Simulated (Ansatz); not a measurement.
The same substitution along the group F, Cl, Br, I.

Isolated molecules relaxed with PBE0-D4/def2-TZVP in Ansatz; ΔE leaves out vibrations. CCSD(T)/CBS adds triple-zeta CCSD(T) − MP2 to the extrapolated MP2 energy (def2 sets, frozen cores). This one scheme is used for every species. DFT in def2-TZVPP. def2 core potentials past Kr. For Br, I outer-core shells are correlated without core-valence functions, which leaves a few kJ/mol of doubt a bond. Scalar relativity is left out up to krypton. One conformer a species, not always the lowest.

```
                            reaction  CCSD(T)/CBS(def2) (eV)
   `FCC[SiH3]` + H–F → `FCCF` + SiH₄                    0.85
`[SiH3]CCCl` + HCl → `ClCCCl` + SiH₄                    0.54
`[SiH3]CCBr` + HBr → `BrCCBr` + SiH₄                       ?
    `[SiH3]CCI` + HI → `ICCI` + SiH₄                    0.26
```

(1) Fill in the missing values. (Estimate.)

Largest T1 diagnostic: 0.011, for SiH₄.

Results:

(1) Ansatz gave: `[SiH3]CCBr` + HBr → `BrCCBr` + SiH₄: +0.42 eV.
